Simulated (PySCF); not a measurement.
**Correlation energy of Si (silicon, neutral)**

[Ne] 3s2 3p2, high-spin 3P determinant. Calculation: PySCF 2.14, in aug-cc-pVTZ-DK (6s5p3d2f, 50 functions); the spin-free X2C one-electron Hamiltonian (Gaussian nucleus). Frozen: [Ne]; 4 electrons correlated.

```tsv
level	correlation energy (mhartree)
CCSD	-74.57
(T)	-2.54
CCSD(T)	-77.11
CCSDT	-77.89
```

Diagnostics: T1 = 0.012, D1 = 0.0300, largest double amplitude 0.076.

Is a single reference adequate?

Mostly. T1 lies below 0.03, but a double amplitude of this size points to a near-degeneracy that CCSD handles and MP2 describes poorly.
